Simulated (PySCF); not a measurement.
C4H12N2Si (charge +1 and doublet state).
Geometry (GFN2-xTB, Å), atoms numbered from 1 in this order:
```xyz
19
C4H12N2Si angstrom
C     -1.4847    1.8453    0.9791
C     -1.7852    0.5572    0.9198
C     -0.8502   -0.5496    0.4670
C     -1.3444   -1.2131   -0.8083
N      0.5043   -0.1592    0.4177
Si     1.6937   -0.3417   -0.8561
N      3.1117    0.3638   -0.2272
H     -2.2437    2.5683    1.2276
H     -0.5087    2.2415    0.7528
H     -2.7754    0.2059    1.1703
H     -0.9502   -1.2967    1.2839
H     -0.7663   -2.1057   -1.0348
H     -2.3877   -1.4965   -0.7003
H     -1.2578   -0.5231   -1.6451
H      0.7814    0.3588    1.2419
H      1.7480   -1.7831   -1.1278
H      1.2086    0.4541   -1.9864
H      3.3977    0.3133    0.7382
H      3.8993    0.5698   -0.8195
```

The hyperfine couplings belong to this conformer and change with its torsions.

The species is `C=C[C@@H](C)[NH+][SiH2]N` [radical] (charge +1).

Computed with UKS B3LYP, pcH-1 on C H N Si, non-relativistic, mean-field spin-orbit, GIAO in PySCF 2.14.0. Geometry: GFN2-xTB, one conformer, isolated ion. Couplings are sensitive to structure, and on GFN2-xTB geometries they can be far from those on DFT ones, by a factor of two or more for some ions and for spin on atoms past the first row. The SCF solution wasn't tested for stability.

(1) Break the g tensor into its mass correction, gauge correction and orbital-Zeeman/spin–orbit terms.

(2) What are the electron Larmor frequencies g μB B/h along the three axes at 1200 mT?

(3) At 9.304 GHz, how far is the centre of the isotropic spectrum from where a free electron (g = 2.002319) resonates?

(4) What effective moment and Curie constant follow for a powder?

(5) In a frozen sample, at which fields do the three g values resonate at 9.5, 34, 94 and 263 GHz (hyperfine left aside), and which band first spreads them over more than twice a line width of 0.5 mT?

Answers

(1) 
```
                    Δg (ppm)     1     2     3
relativistic mass correction  -187  -187  -187
            gauge correction     0    41    39
   orbital Zeeman/spin–orbit   309  1485  3048
                       total   122  1339  2900
```

So g = 2.00244, 2.00366, 2.00522 and g_iso = 2.00377; the tensor is rhombic: the two nearest values differ by 44 % of g3 − g1. Axes: g2 points within 10° of the N5–Si6 bond.

(2) 33.6320, 33.6524, 33.6786 GHz for g1, g2 and g3, a range of 46.6 MHz.

(3) B = hν/(g μB) with μB/h = 13.99624 MHz/mT gives 331.99 mT for the free electron and 331.75 mT at g_iso, 0.24 mT lower.

(4) With the mean of g² = 4.0151 and S(S+1) = 0.75: μ_eff = √(⟨g²⟩S(S+1)) = 1.735 μB and χT = 0.12505·⟨g²⟩·S(S+1) = 0.377 cm³ K/mol (cgs; spin-Hamiltonian part alone).

(5) 
```csv
band,GHz,B(g3) mT,B(g2) mT,B(g1) mT,spread mT
X,9.5,338.49,338.76,338.96,0.47
Q,34.0,1211.45,1212.39,1213.13,1.68
W,94.0,3349.30,3351.91,3353.95,4.65
J,263.0,9370.92,9378.22,9383.92,13.00
```

The spread grows in proportion to the frequency. Q band is the first where it exceeds 1.0 mT.

Largest spin populations (Mulliken): N5 (+0.67), H11 (+0.12), C1 (+0.10) and H17 (+0.07). No atom but N5 exceeds +0.15. The angles at N5 add up to 359.9°, so it is planar; its axial dipolar tensor and the negative coupling of its proton fit spin in a p orbital normal to that plane.

The HOMO–LUMO gaps are 6.85 eV among the α and 1.33 eV among the β orbitals.

On an AMD EPYC 7B13 with one thread, no GPU, on a shared host, this took 89 s (with the writing of density and orbital grids) and 1.1 GiB of memory at its peak.
